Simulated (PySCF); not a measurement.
C₃H₄Cl₂, SMILES ClC1(CC1)Cl. Atoms are numbered in the order given.

```xyz
9

Cl     1.4650     0.0000    -0.7669
C      0.0000     0.0000     0.2009
Cl    -1.4650     0.0000    -0.7669
C      0.0000     0.7571     1.4875
C      0.0000    -0.7571     1.4875
H     -0.9251     1.2747     1.7548
H      0.9251     1.2747     1.7548
H     -0.9251    -1.2747     1.7548
H      0.9251    -1.2747     1.7548
```
Charge 0, spin multiplicity 1.

The structure is a stationary point at ωB97X-D3(BJ)/def2-SVP.

Level of theory: KT2/pcSseg-1 (PySCF).

GIAO shieldings, no solvent; atoms alike by connectivity are averaged. δ = σ(ref) − σ: ³⁵Cl against HCl (σ = 945.4 ppm); ¹³C against TMS (σ = 185.1 ppm); ¹H against TMS (σ = 31.47 ppm), references at their B3LYP-D3(BJ)/def2-TZVP geometries, non-relativistic (without spin–orbit terms, shifts of atoms bonded to Cl or Br come out too high).

```csv
nucleus,atoms,count,δ (ppm)
³⁵Cl,"Cl1, Cl3",2,298.9
¹³C,C2,1,75.2
¹³C,"C4, C5",2,28.0
¹H,"H6, H7, H8, H9",4,1.65
```
